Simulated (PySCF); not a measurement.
arsine (H₃As), SMILES [AsH3]. Heavy atoms are numbered as in [AsH3:1]. Hydrogens are named by the atom that carries them.

Geometry optimised at B3LYP-D3(BJ)/def2-TZVP.

Level of theory: KT2/pcSseg-1 (PySCF).

GIAO shieldings, no solvent; atoms alike by connectivity are averaged. δ = σ(ref) − σ: ¹H against TMS (σ = 31.47 ppm), references at their B3LYP-D3(BJ)/def2-TZVP geometries, non-relativistic.

```csv
nucleus,atoms,count,δ (ppm)
¹H,H on As1,3,2.49
```
